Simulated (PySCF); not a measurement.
1-fluoro-1-methylcyclobutane (C₅H₉F), SMILES CC1(F)CCC1. Atoms are numbered in the order given.

```xyz
15

C      1.2226     1.2084     0.0000
C     -0.0730     0.4170     0.0000
F     -1.1335     1.3243     0.0000
C     -0.1730    -0.6835    -1.0850
C      0.2145    -1.7227     0.0000
C     -0.1730    -0.6835     1.0850
H      1.2768     1.8530    -0.9001
H      1.2768     1.8530     0.9001
H      2.1012     0.5332     0.0000
H     -1.2301    -0.7904    -1.3982
H      0.4664    -0.5820    -1.9849
H      1.3003    -1.9447     0.0000
H     -0.3357    -2.6832     0.0000
H      0.4664    -0.5820     1.9849
H     -1.2301    -0.7904     1.3982
```
Charge 0, spin multiplicity 1.

Geometry optimised at PBE-D3(BJ)/def2-SVP.

All values below come from PySCF 2.14.0 with PBE-D3(BJ)/def2-SVP.

Frequencies are harmonic and unscaled.

| mode | ν (cm⁻¹) | IR (km/mol) | moving atoms (share of kinetic energy) |
|---|---|---|---|
| 1 | 148 | 0.5 | C 48 %, H 44 % |
| 2 | 261 | 0.0 | H 98 % |
| 3 | 288 | 1.1 | C 42 %, H 39 %, F 18 % |
| 4 | 346 | 0.8 | C 42 %, H 39 %, F 19 % |
| 5 | 419 | 7.0 | C 35 %, F 35 %, H 30 % |
| 6 | 421 | 1.3 | C 53 %, H 28 %, F 19 % |
| 7 | 596 | 3.3 | C 46 %, F 28 %, H 27 % |
| 8 | 706 | 4.3 | H 64 %, C 30 % |
| 9 | 766 | 0.1 | H 80 %, C 19 % |
| 10 | 842 | 0.4 | C 51 %, H 48 % |
| 11 | 896 | 0.2 | H 61 %, C 39 % |
| 12 | 899 | 0.3 | H 54 %, C 45 % |
| 13 | 926 | 38.0 | H 40 %, C 36 %, F 25 % |
| 14 | 928 | 1.4 | C 56 %, H 44 % |
| 15 | 973 | 0.1 | C 60 %, H 40 % |
| 16 | 1002 | 0.9 | H 84 %, C 16 % |
| 17 | 1128 | 9.2 | C 50 %, H 50 % |
| 18 | 1151 | 7.1 | H 53 %, C 47 % |
| 19 | 1161 | 26.9 | C 56 %, H 41 % |
| 20 | 1163 | 1.4 | H 59 %, C 41 % |
| 21 | 1195 | 1.3 | H 81 %, C 19 % |
| 22 | 1229 | 1.6 | H 55 %, C 45 % |
| 23 | 1246 | 60.1 | C 50 %, H 47 % |
| 24 | 1274 | 20.3 | C 56 %, H 44 % |
| 25 | 1347 | 25.3 | H 60 %, C 40 % |
| 26 | 1386 | 7.1 | H 92 % |
| 27 | 1400 | 0.8 | H 93 % |
| 28 | 1405 | 0.8 | H 95 % |
| 29 | 1417 | 3.0 | H 94 % |
| 30 | 1432 | 6.5 | H 85 %, C 15 % |
| 31 | 2975 | 11.4 | H 97 % |
| 32 | 2997 | 42.6 | H 95 % |
| 33 | 3000 | 11.6 | H 95 % |
| 34 | 3007 | 15.4 | H 94 % |
| 35 | 3058 | 4.5 | H 90 %, C 10 % |
| 36 | 3068 | 5.5 | H 90 %, C 10 % |
| 37 | 3073 | 14.6 | H 90 %, C 10 % |
| 38 | 3073 | 17.4 | H 90 %, C 10 % |
| 39 | 3076 | 28.7 | H 90 %, C 10 % |
